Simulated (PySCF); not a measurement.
Input of an EPR job (settings, then geometry in Å):

```
{"job": {"kind": "epr", "basis": "pcH-1"}, "charge": 0, "multiplicity": 2}
C      0.583288     1.780388    -0.187854
C     -0.016424     0.553609    -0.005813
C      0.670768    -0.605654     0.332177
C      2.137388    -0.653929     0.559659
C     -1.504682     0.527977    -0.181912
C     -2.134733    -0.803242    -0.515469
O     -2.168671     1.532166    -0.076960
H     -0.023299     2.635442    -0.423981
H      1.644737     1.920816    -0.106755
H      0.124794    -1.520995     0.487439
H      2.474922    -1.677340     0.698883
H      2.410998    -0.079169     1.447957
H      2.678505    -0.216115    -0.280070
H     -1.562349    -1.324334    -1.278281
H     -3.152629    -0.639827    -0.860642
H     -2.170211    -1.420850     0.380212
```

Computed, not measured: UKS B3LYP, pcH-1 on C H O, non-relativistic, mean-field spin-orbit, GIAO in PySCF. The structure is a single GFN2-xTB conformer in the gas phase; no vibrational or solvent corrections. Couplings are sensitive to structure, and on GFN2-xTB geometries they can be far from those on DFT ones. The frame is twisted about the C2–C5 bond at this geometry (dihedral C1–C2–C5–O7 = -22°); couplings at other torsion angles weren't computed.

Output of the driver script. The program numbers atoms from 0.

```
UKS, coarse grid
  cycle   1  E = -309.08708281  |g| = 6.29e-01
  cycle   2  E = -308.26730097  |g| = 1.49e+00
  cycle   3  E = -309.21470353  |g| = 2.57e-01
  cycle   4  E = -309.24750187  |g| = 6.01e-02
  cycle   5  E = -309.24918094  |g| = 2.64e-02
  cycle   6  E = -309.24950547  |g| = 1.32e-02
  cycle   7  E = -309.24962987  |g| = 3.57e-03
  cycle   8  E = -309.24964755  |g| = 2.24e-03
  cycle   9  E = -309.24965214  |g| = 8.24e-04
UKS, final grid
  cycle   1  E = -309.24965761  |g| = 1.35e-03
  cycle   2  E = -309.24965537  |g| = 2.80e-03
  cycle   3  E = -309.24965846  |g| = 3.00e-04
  cycle   4  E = -309.24965850  |g| = 9.52e-05
  cycle   5  E = -309.24965853  |g| = 4.80e-05
  cycle   6  E = -309.24965853  |g| = 1.46e-05
E = -309.24965853 Eh   <S^2> = 0.7816 (exact 0.7500)
g shifts (ppm)      1          2          3
  rmc          -130       -130       -130
  gc              1         27         35
  oz_so         -60        276        520
  total        -189        173        424
hyperfine (MHz)  atom isotope    a_iso     a_fc   dipolar eigenvalues
    0   13C      53.67      53.67    -51.22    -49.46    100.68
    1   13C     -47.45     -47.45    -27.88     11.14     16.74
    2   13C      57.04      57.04    -52.74    -50.75    103.49
    3   13C     -21.87     -21.87     -0.91     -0.18      1.09
    4   13C       6.85       6.85     -1.51      0.13      1.38
    5   13C       0.72       0.72     -0.52     -0.09      0.61
    6   17O       2.45       2.45     -5.89     -4.76     10.65
    7    1H     -42.15     -42.15    -25.09     -0.46     25.55
    8    1H     -40.16     -40.16    -21.87     -1.11     22.98
    9    1H     -43.08     -43.08    -25.66     -0.23     25.90
   10    1H       3.81       3.81     -3.18     -2.73      5.91
   11    1H      74.86      74.86     -3.59     -1.87      5.46
   12    1H      53.74      53.74     -3.97     -1.28      5.25
   13    1H       0.76       0.76     -2.03     -1.70      3.73
   14    1H       0.42       0.42     -0.86     -0.74      1.60
   15    1H       0.49       0.49     -1.62     -1.48      3.10
```

|g| in the SCF lines is the orbital gradient. In the g block, columns 1 to 3 are the principal axes in rising order; rmc is the relativistic mass correction, gc the gauge correction and oz_so the orbital-Zeeman/spin–orbit term. a_fc is the Fermi-contact part of a_iso, here all of it, since this run has no spin–orbit term in the hyperfine coupling.

(1) Is the state sound, as far as the log shows?

(2) What are the principal g values and g_iso?

(3) Which couplings shape the isotropic spectrum at natural abundance (0.05 mT or more)? Keep the log's numbering.

(4) What are the principal values of the full tensor of atom 0 (13C)?

Results:

(1) The SCF converged after 15 cycles in all, 9 of them on the coarse grid; no stability test was run. ⟨S²⟩ = 0.7816 against the exact 0.7500, 4.2 % above the value of a pure doublet state.

(2) Adding the total shifts to 2.002319 gives 2.00213, 2.00249, 2.00274; their mean shift is 136 ppm, so g_iso = 2.00246.

(3) atoms 10, 11, 12 (1H, I = 1/2): mean 44.1 MHz = 1.57 mT in magnitude, a 1:3:3:1 quartet; atom 9 (1H, I = 1/2): -43.1 MHz = 1.54 mT in magnitude, a 1:1 doublet; atom 7 (1H, I = 1/2): -42.1 MHz = 1.50 mT in magnitude, a 1:1 doublet; atom 8 (1H, I = 1/2): -40.2 MHz = 1.43 mT in magnitude, a 1:1 doublet. Together 32 lines to first order. Class means assume fast exchange of nuclei equivalent by connectivity; if that motion is slow, each nucleus keeps its own coupling. The three 1H nuclei of mean +44.1 MHz run from 3.8 to 74.9 MHz in the frozen geometry.

(4) a_iso plus each dipolar eigenvalue: 2.45, 4.21, 154.35 MHz.

The species is `C=C([CH]C)C(C)=O` [radical]. The run used 265 basis functions and 6 iterations of the response equations. 

On an Arm Neoverse N1 with one thread, no GPU, on a shared host, this took 93 s (with the writing of density and orbital grids) and 0.97 GiB of memory at its peak.
Labels such as C1 count atoms from 1, the log's own numbers from 0.
